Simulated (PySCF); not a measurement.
CH6ClFSi2, SMILES F[Si@H](Cl)C[SiH3]. Geometry: PBE-D3(BJ)/def2-SVP. The structure was generated by enumeration; whether it is a known compound was not checked. Other conformers were not sampled.

Computed equilibrium geometry at PBE-D3(BJ)/def2-SVP (PySCF confirms it by a frequency run) as bond lengths and angles (one conformer of several):
Atoms: F1 Si2 Cl3 C4 Si5 H6 H7 H8 H9 H10 H11. Bond lengths (Å): F1–Si2 1.636, Si2–Cl3 2.075, Si2–C4 1.861, Si2–H6 1.495, C4–Si5 1.904, C4–H7 1.112, C4–H8 1.112, Si5–H9 1.505, Si5–H10 1.501, Si5–H11 1.503. Bond angles (°): F1–Si2–Cl3 107.6, F1–Si2–C4 108.9, F1–Si2–H6 107.4, Cl3–Si2–C4 109.8, Cl3–Si2–H6 108.2, C4–Si2–H6 114.7, Si2–C4–Si5 115.5, Si2–C4–H7 108.7, Si2–C4–H8 107.5, Si5–C4–H7 108.7, Si5–C4–H8 109.1, H7–C4–H8 107.0, C4–Si5–H9 109.3, C4–Si5–H10 110.2, C4–Si5–H11 110.0, H9–Si5–H10 108.9, H9–Si5–H11 108.9, H10–Si5–H11 109.4.
